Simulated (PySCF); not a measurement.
**Radial density of Ta⁺ (tantalum, charge +1)**

r2SCAN, [Xe] 4f14 5d2 6s2, high-spin 3F determinant (an excited configuration). Computed with PySCF 2.14 in x2c-TZVPPall with one added diffuse shell each of s, p, d, f type (12s8p8d4f1g, 113 functions), with scalar relativity by spin-free X2C-1e.

```csv
r (bohr),4πr²ρ (e/bohr),4πr²(ρα − ρβ)
0.0139,100.6,-0.0007
0.0234,87.48,-0.0020
0.0394,112.7,0.0026
0.0663,129.4,0.0388
0.112,103.1,0.0900
0.188,113.3,0.0012
0.316,61.24,0.0922
0.531,62.35,0.0437
0.893,20.46,0.2874
1.50,7.474,1.1967
2.53,1.696,0.5956
4.25,0.4021,0.0545
7.15,0.003481,-0.0014
12.0,8.803e-05,0.0001
```

Densities and radii are taken from the X2C orbitals without a picture-change correction, which distorts them close to the nucleus.

Spin-orbit coupling, absent here, splits the open shell strongly.
